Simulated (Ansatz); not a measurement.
Species: sum formula AlN$_{2}$H$_{4}$Br, charge 0, multiplicity 1. 
Coordinates optimised at B3LYP-D3(BJ)/def2-TZVP (Ansatz, an electronic-structure program):
```
Al
N 1 1.7611
H 2 1.0072 1 125.73
H 2 1.0072 3 110.63 1 -180.00
N 1 1.7611 2 123.37 3 0.00
H 5 1.0072 1 125.73 2 0.00
H 5 1.0072 6 110.63 1 180.00
Br 1 2.2672 2 118.31 3 -180.00
```

Wanted: atomisation energy (electronic, to ground-state atoms), in kcal/mol. Correlated levels leave the core frozen unless marked. Open shells are spin-unrestricted. Spin-orbit coupling is left out. The frozen core is the preceding noble-gas configuration, with the filled d and f shells of earlier blocks. Non-relativistic. The coupled-cluster limit lacks core correlation, which all-electron functionals hold. CBS(X,Y): correlation extrapolated as X^-3; Hartree-Fock from the larger set.

```json
[
 {"level": "BLYP-D3(BJ)/def2-TZVPD", "program": "Ansatz + dftd3", "atomisation energy (kcal/mol)": "645.9"},
 {"level": "B3LYP-D3(BJ)/def2-TZVPD", "program": "Ansatz + dftd3", "atomisation energy (kcal/mol)": "646.0"},
 {"level": "B3LYP-D4/def2-TZVPD", "program": "Ansatz + dftd4", "atomisation energy (kcal/mol)": "645.4"},
 {"level": "BHLYP-D4/def2-TZVPD", "program": "Ansatz + dftd4", "atomisation energy (kcal/mol)": "625.1"},
 {"level": "BHLYP/def2-TZVPD", "program": "Ansatz", "atomisation energy (kcal/mol)": "619.9"},
 {"level": "r2SCANh/def2-TZVPD", "program": "Ansatz", "atomisation energy (kcal/mol)": "[?]"},
 {"level": "CAM-B3LYP-D4/def2-TZVPD", "program": "Ansatz + dftd4", "atomisation energy (kcal/mol)": "[?]"},
 {"level": "PBE-QIDH/def2-TZVPD", "program": "Ansatz", "atomisation energy (kcal/mol)": "[?]"},
 {"level": "SCS-MP2/def2-TZVPP", "program": "Ansatz", "atomisation energy (kcal/mol)": "636.2"},
 {"level": "CCSD/def2-SVP", "program": "Ansatz", "atomisation energy (kcal/mol)": "584.5"},
 {"level": "CCSD/def2-TZVPP", "program": "Ansatz", "atomisation energy (kcal/mol)": "613.7"},
 {"level": "CCSD(T)/CBS(def2-TZVPPD,def2-QZVPPD)", "program": "Ansatz", "atomisation energy (kcal/mol)": "[?]"}
]
```

Complete the blanks.


- r2SCANh/def2-TZVPD, atomisation energy (kcal/mol): 637.2
- CAM-B3LYP-D4/def2-TZVPD, atomisation energy (kcal/mol): 648.3
- PBE-QIDH/def2-TZVPD, atomisation energy (kcal/mol): 632.9
- CCSD(T)/CBS(def2-TZVPPD,def2-QZVPPD), atomisation energy (kcal/mol): 646.9
